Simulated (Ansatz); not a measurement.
Reactions of BrClFGeH, SMILES `[F][GeH]([Cl])[Br]`.

Gas-phase electronic energies from Ansatz, PBE0-D4/def2-TZVP geometries. CCSD(T)/CBS is the MP2 limit (def2-TZVPP, def2-QZVPP) plus CCSD(T) − MP2 in def2-TZVPP, frozen cores. This one scheme is used for every species, atoms too. No spin–orbit coupling; open shells (•) take unrestricted orbitals. def2 core potentials past Kr. For Br, Ge, I outer-core shells are correlated without core-valence functions, so the limit isn't a true one: a few kJ/mol of doubt a bond, and 10 to 20 or more in all where bonds break to atoms. Scalar relativity is left out up to krypton. Each species was taken in one conformer, which may not be the lowest.

Order these by ΔE at CCSD(T)/CBS, lowest first. (Estimate.)
A. `[F][GeH]([Cl])[Br]` + H₂S → `[F][GeH]([SH])[Cl]` + HBr
B. `[F][GeH]([Cl])[Br]` + CH₃OH → `C[O][GeH]([F])[Cl]` + HBr
C. `[F][GeH]([Cl])[Br]` + CH₄ → `[CH3][GeH]([F])[Br]` + HCl
D. `[F][GeH]([Cl])[Br]` → `[F][Ge]([Cl])[Br]`• + H•
E. `[F][GeH]([Cl])[Br]` → `[Cl][Ge][Br]` + H–F
F. `[F][GeH]([Cl])[Br]` → `[F][Ge][Br]` + HCl
G. `[F][GeH]([Cl])[Br]` → `ClBr` + `[F][GeH]`
H. `[F][GeH]([Cl])[Br]` + HI → `[F][GeH]([Cl])[I]` + HBr

H (-0.03 eV), A (+0.28 eV), B (+0.37 eV), C (+0.71 eV), E (+1.01 eV), F (+1.12 eV), D (+3.84 eV), G (+4.15 eV).

Largest T1 diagnostic: 0.014, for `[F][GeH]`.
